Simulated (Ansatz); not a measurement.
Si₁₁H₁₈, a cluster cut from hexagonal silicon. Charge 0, multiplicity 1. Geometry PBE-D4/def2-SVP.

```xyz
29

Si    1.013    1.915   -1.882
Si   -0.558    0.195   -2.232
Si    2.460   -1.670   -0.610
Si    0.272   -1.880   -1.448
Si   -2.530    0.796   -1.095
Si   -1.142   -2.806    0.189
Si    1.564    1.990    0.405
Si    2.630   -0.017    1.058
Si   -0.367    2.359    1.701
Si   -2.095    0.835    1.219
Si   -1.528   -1.330    1.982
H     2.257    1.664   -2.698
H     0.420    3.234   -2.312
H    -0.846    0.066   -3.710
H     3.378   -1.292   -1.746
H     2.913   -2.999   -0.057
H     0.313   -2.834   -2.619
H    -2.983    2.159   -1.555
H    -3.629   -0.195   -1.389
H    -2.469   -3.135   -0.448
H    -0.535   -4.088    0.706
H     2.516    3.138    0.652
H     4.090    0.263    1.318
H     2.026   -0.531    2.340
H    -0.866    3.759    1.442
H    -0.007    2.249    3.162
H    -3.335    1.290    1.953
H    -0.301   -1.267    2.855
H    -2.661   -1.869    2.820
```

Single mean-field runs in def2-TZVP are fitted with def2-universal-jkfit.

(1) Estimate the orbital energies around the gap (eV) in Ansatz with PBE-D4/def2-SVP, r2SCANh-D4/def2-TZVP, PBE0-D4/def2-SVP, PBE0-D4/def2-TZVP, BHLYP-D4/def2-TZVP.

Results:

(1) 
```
orbital  PBE-D4/def2-SVP  r2SCANh-D4/def2-TZVP  PBE0-D4/def2-SVP  PBE0-D4/def2-TZVP  BHLYP-D4/def2-TZVP
 HOMO−9            -8.00                 -8.76             -9.26              -9.20              -10.35
 HOMO−8            -7.49                 -8.17             -8.67              -8.61               -9.68
 HOMO−7            -7.38                 -8.06             -8.54              -8.49               -9.54
 HOMO−6            -7.33                 -7.97             -8.46              -8.38               -9.35
 HOMO−5            -7.04                 -7.64             -8.13              -8.05               -8.96
 HOMO−4            -6.97                 -7.54             -8.02              -7.93               -8.83
 HOMO−3            -6.81                 -7.42             -7.88              -7.82               -8.74
 HOMO−2            -6.74                 -7.29             -7.78              -7.69               -8.63
 HOMO−1            -6.66                 -7.27             -7.73              -7.67               -8.55
   HOMO            -6.51                 -7.06             -7.53              -7.45               -8.31
   LUMO            -2.08                 -1.91             -1.44              -1.55               -0.65
 LUMO+1            -1.51                 -1.28             -0.79              -0.97               -0.07
 LUMO+2            -1.49                 -1.23             -0.78              -0.91                0.03
 LUMO+3            -1.43                 -1.15             -0.71              -0.83                0.10
 LUMO+4            -1.22                 -1.01             -0.46              -0.73                0.21
 LUMO+5            -1.13                 -0.92             -0.36              -0.65                0.28
```
